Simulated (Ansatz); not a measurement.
Cost and result up the ladder for C6H12N2O (relaxed from a model of 1-ethyl-3-methylimidazolium hydroxide, whose bonding it doesn't keep) (21 atoms). Charge 0, multiplicity 1. Geometry: PBE0-D4/def2-SVP.

```xyz
21

C    -0.582    0.443   -2.511
C    -0.118   -0.852   -1.856
N     0.407   -0.705   -0.519
C     1.576    0.019   -0.256
C     1.519    0.508    0.994
N     0.312    0.113    1.585
C    -0.340    0.904    2.589
C    -0.520   -0.486    0.567
H    -0.958    0.253   -3.528
H     0.244    1.167   -2.581
H    -1.394    0.917   -1.939
H    -0.946   -1.576   -1.799
H     0.660   -1.330   -2.476
H     2.411    0.012   -0.955
H     2.295    1.002    1.577
H    -1.141    0.311    3.054
H    -0.788    1.837    2.185
H     0.376    1.179    3.376
H    -1.363    0.190    0.279
O    -1.175   -1.642    0.982
H    -0.478   -2.264    1.233
```

Ansatz on 4 threads of Intel Xeon Platinum 8259CL on a shared host. Times are rough, and most runs start from the orbitals of an earlier one. r2SCAN0-D4/def2-TZVP serves as the yardstick here, not as an exact answer. Differences are given only for rows in sets of like size (and for xTB, whose basis is part of the method), since another set adds its own error. Binding counts from free atoms at the same level (C triplet, N quartet, H doublet, O triplet; other spins of the atoms weren't run), without zero-point energy or a counterpoise term.

B3LYP takes the VWN-RPA correlation. HSE06 is defined as in plane-wave codes, on full-range PBE exchange. Correlated methods freeze 9 core orbitals. The rows differ in basis, and correlated rows in double-zeta sets carry the largest basis error.

Run but left out: HF/STO-3G, HF/6-31G (restricted singlet, unstable in another Hartree–Fock run and untested here).

Correlated methods converge slowly with the basis, most of all in double-zeta sets.

```tsv
level	functions	wall time	binding energy per atom (eV)	difference from r2SCAN0-D4/def2-TZVP (eV)	remarks
B3LYP-D4/6-31G	105	2.3 s	4.09	–	–
PBE-D4/def2-SVP	186	2.4 s	4.42	–	–
PBE0-D4/def2-SVP	186	3.5 s	4.32	–	–
revPBE-D4/def2-TZVP	351	5 s	4.25	0.09	–
PBE-D4/def2-TZVP (with forces)	351	6.5 s	4.36	0.20	–
PBE0-D4/def2-TZVP	351	8.5 s	4.27	0.11	–
PBE-D4/def2-TZVPD	444	9 s	4.36	0.20	–
HSE06-D4/def2-TZVP	351	9.5 s	4.27	0.11	–
r2SCAN-D4/def2-TZVP (with forces)	351	10 s	4.23	0.07	–
r2SCAN0-D4/def2-TZVP	351	11 s	4.16	0.00	–
PBE0-D4/def2-TZVPD	444	14 s	4.27	0.11	–
MP2/def2-TZVP	351	14 s	4.14	-0.02	restricted SCF unstable
HSE06-D4/def2-TZVPD	444	15 s	4.27	0.11	–
CCSD(T)/def2-SVP	186	1.7 min	4.03	–	restricted SCF unstable
```
